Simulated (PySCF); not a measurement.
## [ReH3]+: adding exact exchange

Base calculation in PySCF with density fitting and no spin–orbit coupling, PBE/def2-TZVP (scalar-relativistic core potentials): quartet, C3v, Re–H 1.642 Å (×3); H–Re–H 97.7° (×3); wavenumbers 259, 328 (×2), 2115 (×2), 2133 cm⁻¹; dipole moment about the centre of mass 1.29 D, polar-tensor charge of Re 1.12 e.

Q: What changes on going to PBE0/def2-TZVP (scalar-relativistic core potentials)?

A: The point group stays the same. Changes: mean bond to Re -0.012 Å, smallest bond angle -3.3 degrees, highest wavenumber +63 cm⁻¹, lowest wavenumber -50 cm⁻¹, dipole moment about the centre of mass +0.40 D, polar-tensor charge of Re +0.06 e. The new structure has Re–H 1.630 Å (×3); H–Re–H 94.4° (×3), with wavenumbers 209, 253 (×2), 2173 (×2), 2196 cm⁻¹. Exact exchange shortens and stiffens the bonds, the usual pattern.

Spin–orbit coupling can matter for ReH₃⁺ and is left out. Open d or f shells are single determinants, so the state found may not be the ground state. Only the bonding shown was studied: isomers, or loss of a ligand pair, can lie lower.
